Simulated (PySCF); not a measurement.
H4F3NOSi2, singlet, at a GFN2-xTB geometry. Base run: CASSCF(6,4)/STO-3G run with PySCF.

Input for PySCF:
```python
from pyscf import gto, scf, mcscf
import numpy

mol = gto.M(
    atom='''
Si   -1.03707030    0.35814637    0.23207245
F    -1.74914992   -0.51809760    1.33787192
F    -1.14910743    1.86423490    0.68802060
F    -1.90521009    0.19256663   -1.07731668
O     0.47219515   -0.01995508    0.03637194
Si    1.63870030   -1.06902852   -0.47263341
N     3.01549968   -0.05548155   -0.50519068
H     1.31330265   -1.49228170   -1.82882523
H     1.60202136   -2.15744987    0.50645717
H     3.08360103    0.72343310    0.13047835
H     3.92340294   -0.42167562   -0.73207996
''',
    basis='sto-3g',
    verbose=4,
)

mf = scf.RHF(mol)
mf.kernel()
mc = mcscf.CASSCF(mf, 4, 6)
mc.fix_spin_(ss=0.0)
mc.kernel()
occ = numpy.linalg.eigvalsh(mc.fcisolver.make_rdm1(mc.ci, mc.ncas, mc.nelecas))[::-1]
ss = mc.fcisolver.spin_square(mc.ci, mc.ncas, mc.nelecas)[0]
print('natural occupations', occ.round(4), ' <S^2>', round(ss, 4))
```

Each row names what was changed in the base input (with any setting that the change needs).

```
change                                  ΔE vs base (mEh)            natural occupations  <S^2> of the state  core-seconds (rough)        outcome
--------------------------------------  ----------------  -----------------------------  ------------------  --------------------  -------------
base                                               0.000            2.00 2.00 1.99 0.01                0.00                    10      converged
active space = 4 electrons, 4 orbitals           -14.518            1.99 1.98 0.02 0.01                0.00                    20      converged
fix_spin_ = off                                   -0.713            2.00 2.00 1.99 0.01                0.00                    10      converged
active space = 4 electrons, 6 orbitals           -16.450  1.99 1.98 0.02 0.01 0.00 0.00                0.00                    10      converged
active space = 2 electrons, 2 orbitals                 -                              -                   -                     -  not converged
solver = newton                                    0.000            2.00 2.00 1.99 0.01                0.00                     6      converged
correction = SC-NEVPT2                            -177.0            2.00 2.00 1.99 0.01                0.00                     9      converged
conv_tol = 1e-5                                    0.003            2.00 2.00 1.99 0.01                0.00                     6      converged
active space = 4 electrons, 3 orbitals             0.330                 2.00 1.99 0.01                0.00                    10      converged
state_average = 2 states                          12.936                              -                   -                     8      converged
start = MP2 natural orbitals                      -3.834            2.00 2.00 1.98 0.02                0.00                    10      converged
```

Active orbitals are taken around the Fermi level unless the row says otherwise; CASSCF can end in different local minima, and two programs can end on different orbitals. State-averaged rows give the lowest state.
